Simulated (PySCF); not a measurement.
A search over the determinants of ScS

Unrestricted PBE0; basis Sc def2-TZVPP, S def2-TZVPP; no relativity; PySCF 2.14. Outer shells of the fragments: Sc 3d1 4s2; S 3s2 3p4.

Followed along the bond (rough minima from three points):

| 2Ms+1 | unpaired | ⟨S²⟩ at the start | R at minimum (Å) | Te (eV) |
| --- | --- | --- | --- | --- |
| 2 | σ ↑ | 0.76 | 2.12 | 0.00 |
| 2 | δ ↑ | 0.76 | 2.20 | 0.72 |
| 2 | π ↑ | 0.77 | 2.19 | 1.10 |
| 2 | π ↑ | 1.44 | 2.37 | 1.86 |
| 4 | σ ↑, π ↑, δ ↑ | 3.76 | none in the scan | ≤ 1.78 |
| 2 | σ ↑, π ↓, δ ↑ | 1.76 | none in the scan | ≤ 1.80 |

Solutions found at the starting distance of 2.305 Å, counted from the lowest of them; the search is not exhaustive and high or unbound solutions are not listed, so other states can lie among these:

```csv
2Ms+1,unpaired,term,E (eV),⟨S²⟩,⟨Lz²⟩,μ (D)
2,σ ↑,²Σ⁺,0.00,0.76,0.00,-6.40
2,δ ↑,²Δ,0.50,0.76,4.00,-9.52
2,π ↑,²Π,0.88,0.77,1.01,-8.02
4,"σ ↑, π ↑, δ ↑",mixed,1.52,3.76,5.02,-3.26
2,"σ ↑, π ↓, δ ↑",mixed,1.55,1.76,5.01,-3.22
2,π ↑,mixed,1.57,1.44,2.74,-2.96
4,"σ ↑, π ↑↑",mixed,1.84,3.76,2.02,-2.66
4,"σ ↑, π ↑↑",mixed,1.97,3.76,2.11,-2.84
4,"σ ↑↑, δ ↑",⁴Δ,2.13,3.76,4.00,-3.18
4,"σ ↑↑, π ↑",⁴Π,2.27,3.75,1.11,-0.60
4,"π ↑↑, δ ↑",mixed,2.93,3.76,6.02,-3.96
4,"π ↑↑, δ ↑",mixed,3.01,3.76,6.02,-3.81
6,"σ ↑, π ↑↑↑, δ ↑",mixed,6.21,8.76,5.00,2.47
```

A term symbol is given only where ⟨S²⟩ and ⟨Lz²⟩ are close to those of a pure state; real π, δ and φ orbitals otherwise mix terms. A positive dipole means Sc(−)S(+).

Question: Compare the gap between the two lowest followed solutions at the starting distance with the gap between their minima.

Answer: At PBE0 the second solution (doublet, unpaired electrons δ ↑) lies +0.50 eV from the first (doublet, unpaired electrons σ ↑) at 2.305 Å and +0.72 eV at the minima; the two curves relax by different amounts, since their minima lie near 2.20 and 2.12 Å.

With d or f electrons several states lie close, and the lowest PBE0 determinant need not be the measured ground state.
